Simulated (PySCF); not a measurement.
BCl₂, SMILES Cl[B+]Cl, charge +1. Coordinates come from a B3LYP-D3(BJ)/def2-TZVP optimisation.

The numbers are results of B3LYP-D3(BJ)/def2-TZVP run with PySCF, not measurements.

Harmonic wavenumbers (cm⁻¹): 327, 327, 559, 1463. Rotational constants (GHz): 2.738 (linear); symmetry number 2.

Question: Work out the zero-point energy and the ideal-gas rigid-rotor harmonic-oscillator thermochemistry at 298.15 K and 1 atm.

Answer: ZPE = ½ Σ hcν = ½ × 2676 cm⁻¹ = 3.83 kcal/mol. H − E(el) = 6.50 kcal/mol. Entropy in cal/(mol K): translation 39.12, rotation 15.96, vibration 3.09, total 58.17. G − E(el) = -10.84 kcal/mol. Cp = 11.40 cal/(mol K).
